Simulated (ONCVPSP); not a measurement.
## Reading a pseudo-wave (tin (Sn))

Columns: radius, all-electron u(r) and pseudo u(r) of the 5p shell (level -14.00 eV) of tin in the configuration [Kr] 4d10 5s2 5p0.5; PW91, scalar-relativistic, ONCV scheme, ONCVPSP 4.0.1.

```json
{"r (bohr)": "0.108", "all-electron": "-0.0568", "pseudo": "0.0017"}
{"r (bohr)": "0.215", "all-electron": "0.1798", "pseudo": "0.0070"}
{"r (bohr)": "0.322", "all-electron": "0.1265", "pseudo": "0.0164"}
{"r (bohr)": "0.430", "all-electron": "-0.0666", "pseudo": "0.0306"}
{"r (bohr)": "0.538", "all-electron": "-0.2283", "pseudo": "0.0497"}
{"r (bohr)": "0.645", "all-electron": "-0.3015", "pseudo": "0.0737"}
{"r (bohr)": "0.752", "all-electron": "-0.2921", "pseudo": "0.1031"}
{"r (bohr)": "0.860", "all-electron": "-0.2240", "pseudo": "0.1388"}
{"r (bohr)": "0.968", "all-electron": "-0.1223", "pseudo": "0.1804"}
{"r (bohr)": "1.075", "all-electron": "-0.0079", "pseudo": "0.2269"}
{"r (bohr)": "1.182", "all-electron": "0.1076", "pseudo": "0.2772"}
{"r (bohr)": "1.290", "all-electron": "0.2175", "pseudo": "0.3304"}
{"r (bohr)": "1.398", "all-electron": "0.3166", "pseudo": "0.3848"}
{"r (bohr)": "1.505", "all-electron": "0.4021", "pseudo": "0.4388"}
{"r (bohr)": "1.612", "all-electron": "0.4746", "pseudo": "0.4914"}
{"r (bohr)": "1.720", "all-electron": "0.5348", "pseudo": "0.5409"}
{"r (bohr)": "1.828", "all-electron": "0.5827", "pseudo": "0.5843"}
{"r (bohr)": "1.935", "all-electron": "0.6191", "pseudo": "0.6194"}
{"r (bohr)": "2.042", "all-electron": "0.6455", "pseudo": "0.6455"}
{"r (bohr)": "2.150", "all-electron": "0.6632", "pseudo": "0.6632"}
{"r (bohr)": "2.258", "all-electron": "0.6730", "pseudo": "0.6730"}
{"r (bohr)": "2.365", "all-electron": "0.6758", "pseudo": "0.6758"}
{"r (bohr)": "2.472", "all-electron": "0.6728", "pseudo": "0.6728"}
{"r (bohr)": "2.580", "all-electron": "0.6647", "pseudo": "0.6647"}
{"r (bohr)": "2.688", "all-electron": "0.6525", "pseudo": "0.6524"}
{"r (bohr)": "2.795", "all-electron": "0.6368", "pseudo": "0.6368"}
```

How many radial nodes do the two functions have?

The all-electron 5p function has n − l − 1 = 3; the pseudo-wave has 0, since the states of the same l below it are removed with the core.

At about which radius was the pseudo-wave matched?

2.15 bohr. The columns agree to 0.0005 from 1.94 bohr on; several derivatives are matched, so the curves merge somewhat inside the radius.

Is the pseudo-wave norm-conserving?

Yes: the ONCV scheme keeps the norm inside the radius equal to the all-electron one, which fixes the energy derivative of the logarithmic derivative at the level.
